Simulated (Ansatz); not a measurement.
A search over several starts for the lowest SCF solution of HgF3⁻ at the given spin, in a small basis.

```yaml
crystal:
  periodic: [false, false, false]
  atoms:
    - {symbol: Hg, position_ang: [-0.003221, -0.001435, 0.000882]}
    - {symbol: F, position_ang: [0.902422, -1.880022, 0.299897]}
    - {symbol: F, position_ang: [-2.076395, 0.237218, 0.282870]}
    - {symbol: F, position_ang: [1.177194, 1.644239, -0.583659]}
basis:
  gaussian: {orbitals: def2-SVP}
total_charge: -1
magnetization: {spin_polarized: true, initial_magnetization: 0}
hamiltonian: {xc: pbe0, dispersion: d4}
output: {orbitals: {seedname: orbitals}}
```

```sh
$ ansatz run in.yaml --threads 2 --pin off --events-out ev --progress --plain --max-ram 4352MiB
```

It prints (some lines left out):

```
Functional definition: PBE0
707 factors; integrals over basis functions are off by at most 4.1e-4 eV
mean field evaluation 1: about -12312.1211 eV, gradient 1.6e1 eV
mean field evaluation 2: about -12311.0017 eV, gradient 2.5e1 eV
mean field evaluation 4: about -12313.1942 eV, gradient 6.1e-1 eV
mean field evaluation 8: about -12313.3935 eV, gradient 2.0e-1 eV
mean field evaluation 16: about -12313.3937 eV, gradient 4.2e-5 eV
mean field -12313.39368392 eV, -452.5088715660 hartree, gradient 4.2e-5 eV, S^2 0.000000; 0 other end points of the search recorded, 0 dependent functions left out
reference -12313.39370990 eV, -452.5088725207 hartree; 24, 24 occupied and 50, 50 virtual orbitals, 707 factors
Total energy: -12313.44699458 eV, -452.5108306967 hartree
```

Hardware: 2 threads of Arm Neoverse V1 on a shared host. Wall time 1.9 s.

In the def2 sets Hg takes a core potential; there is no spin–orbit coupling. The structure comes from a short search, and lower isomers may exist.
